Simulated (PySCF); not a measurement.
## Excitation energy of Si⁺ by level of theory

Si⁺ [Ne] 3s2 3p1 (2P) → Si⁺ [Ne] 3s2 4s1 (2S), as a difference of total energies. Computed with PySCF 2.14 in aug-cc-pVQZ-DK (7s6p4d3f2g, 84 functions), with the spin-free X2C one-electron Hamiltonian (Gaussian nucleus). Correlated levels: valence: [Ne] frozen. The calculations carry no spin-orbit coupling.

```csv
method,excitation energy (cm⁻¹)
UHF,64270
LDA,64342
PBE,64900
PBE0,65632
r2SCAN,67584
wB97X-V,66239
TPSS,66872
CAM-B3LYP,65744
revPBE,65076
MP2 (valence),64681
SCS-MP2 (valence),64852
```

Errors of the correlated levels include the incompleteness of this basis and the frozen core.

For comparison: 65309 cm⁻¹ (measured; NIST levels, between the centres of gravity of the two terms).
